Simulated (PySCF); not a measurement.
**Ir (iridium, neutral) across methods**

[Xe] 4f14 5d8 6s1, high-spin 4F determinant (an excited configuration). Calculation: PySCF 2.14, in aug-cc-pVTZ-PP with one added diffuse shell each of s, p, d, f, g type with ECP60MDF (7s7p6d4f3g, 113 functions); scalar relativity through the core potential. The B2PLYP total includes its PT2 part (frozen core); its orbital energies are those of the SCF part.

| method | E (hartree) | mean ε 5d α (eV) | mean ε 6s α (eV) | mean ε 5d β (eV) | Σ⟨r²⟩ (bohr²) | ⟨S²⟩ |
| --- | --- | --- | --- | --- | --- | --- |
| M06-2X | -104.3041 | -9.039 | -7.607 | -7.450 | 52.10 | 3.755 |
| PBE0 | -104.4026 | -7.468 | -6.662 | -6.040 | 52.45 | 3.751 |
| UHF | -103.61756 | -11.069 | -7.958 | -9.200 | 52.55 | 3.754 |
| B2PLYP | -104.2081 | -8.739 | -7.094 | -7.244 | 52.62 | 3.752 |
| PBE | -104.4461 | -6.061 | -6.008 | -4.748 | 52.93 | 3.751 |
| LC-wPBE | -104.4174 | -10.036 | -8.700 | -8.678 | 52.14 | 3.751 |
| r2SCAN | -104.4524 | -6.316 | -6.300 | -4.809 | 52.21 | 3.752 |
| LDA | -104.2267 | -6.218 | -6.262 | -4.892 | 53.06 | 3.751 |

Energies and moments cover only the electrons outside the core potential. Spin-orbit coupling, absent here, splits the open shell strongly.
